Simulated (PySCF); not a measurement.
Cl₂GaHO.

```xyz
5

Ga    -0.2656    -0.0047     0.0000
Cl     0.8308     1.8393     0.0000
Cl     0.7557    -1.8762     0.0000
O     -2.0389    -0.0128     0.0000
H     -2.4271     0.8734     0.0000
```

Geometry optimised at B3LYP-D3(BJ)/def2-SVP. The values are those of a single conformer.

Method: HF/pcSseg-1 run with PySCF. Non-relativistic, no solvent.

Computed absolute GIAO shielding of each atom: isotropic value and principal components (ppm):
```json
[
 {"atom": "Ga1", "σ(iso)": "1615.2", "σ11": "1371.9", "σ22": "1718.2", "σ33": "1755.4", "span": "383.5"},
 {"atom": "Cl2", "σ(iso)": "1003.4", "σ11": "912.8", "σ22": "1006.7", "σ33": "1090.7", "span": "177.9"},
 {"atom": "Cl3", "σ(iso)": "1016.8", "σ11": "930.7", "σ22": "1022.9", "σ33": "1096.7", "span": "166.0"},
 {"atom": "O4", "σ(iso)": "296.6", "σ11": "255.1", "σ22": "310.1", "σ33": "324.6", "span": "69.5"},
 {"atom": "H5", "σ(iso)": "29.5", "σ11": "20.0", "σ22": "24.3", "σ33": "44.1", "span": "24.2"}
]
```
